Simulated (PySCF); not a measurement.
C4H5BO2.

```xyz
12

C      2.7599     0.3461    -0.6652
C      1.6450    -0.0724    -0.3899
B      0.2287    -0.5656    -0.0867
O     -0.1124    -1.8786    -0.1020
C     -0.9089     0.4678     0.3609
C     -2.0407     0.8897    -0.5357
O     -0.8011     0.8589     1.5148
H      3.7417     0.7176    -0.9007
H      0.6429    -2.4617    -0.2628
H     -2.7001     1.6018    -0.0184
H     -1.6386     1.3414    -1.4589
H     -2.6132    -0.0006    -0.8480
```
Charge 0, spin multiplicity 1.

Geometry: r2SCAN-D4/def2-SVP. The structure was generated by enumeration, and PubChem lists no compound with its InChIKey, so it may never have been made. One conformer was computed; it need not be the lowest.

Calculation: PBE0/pcSseg-1 (PySCF). Non-relativistic, no solvent.

Q: Give the absolute GIAO shielding of each atom: isotropic value and principal components (ppm). (The exact figures need the calculation; the answer reports its results.)

A: 
```csv
atom,σ(iso),σ11,σ22,σ33,span
C1,79.2,2.6,15.8,219.2,216.6
C2,95.4,-6.7,1.1,291.8,298.5
B3,72.3,47.4,56.3,113.1,65.8
O4,150.3,-27.8,184.1,294.6,322.5
C5,-53.8,-149.4,-116.2,104.3,253.6
C6,150.2,123.2,139.1,188.4,65.2
O7,-462.7,-1242.3,-505.3,359.4,1601.8
H8,28.4,24.3,24.4,36.4,12.0
H9,25.5,21.4,23.2,32.0,10.6
H10,29.2,26.7,27.2,33.7,6.9
H11,28.9,26.4,28.6,31.6,5.2
H12,28.7,25.9,28.4,31.9,6.0
```
